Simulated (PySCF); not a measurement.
Dipole moment (D) of eight silicon and germanium compounds: PBE beside PBE0, computed with PySCF for isolated molecules in the bases named; differences from unrounded values. The eight are the first of their class met in an unordered collection, after screening for sound electronic states; none was chosen by its value, except that the dipole had to exceed 0.05 D. Each molecule has one DFT geometry for both levels.

| molecule | basis | PBE0 | PBE | difference |
|---|---|---|---|---|
| Si(H)(OH)2(SMe) (CH₆O₂SSi), SMILES CS[SiH](O)O | def2-TZVP | 1.28 | 1.24 | -0.04 |
| Si(Me)(OH)(NH2)2 (CH8N2OSi), SMILES N[Si](C)(O)N | def2-TZVP | 1.26 | 1.25 | -0.02 |
| Cl₂FH₃Si₂, SMILES Cl[SiH]([SiH2]F)Cl | def2-TZVP | 1.13 | 1.02 | -0.10 |
| Si(Cl)2(NCO)(OH) (CHCl₂NO₂Si), SMILES O=C=N[Si](O)(Cl)Cl | def2-TZVP | 1.82 | 1.78 | -0.05 |
| N-silylprop-2-yn-1-amine (C3H7NSi), SMILES C#CCN[SiH3] | def2-TZVP | 0.81 | 0.84 | 0.03 |
| 2,5-dihydro-1H-silole (C₄H₈Si), SMILES C1=CC[SiH2]C1 | def2-TZVP | 0.41 | 0.46 | 0.05 |
| CH8N2OSi2, SMILES N[Si@]1(O)CN[SiH2]1 | def2-TZVP | 0.90 | 0.98 | 0.08 |
| Si(H)(Me)3 (C3H10Si), SMILES C[SiH](C)C | def2-TZVP | 0.58 | 0.60 | 0.01 |

PBE lies below PBE0 in 4 and above it in 4 of the eight; the mean signed difference is -0.01 and the largest -0.10 D.
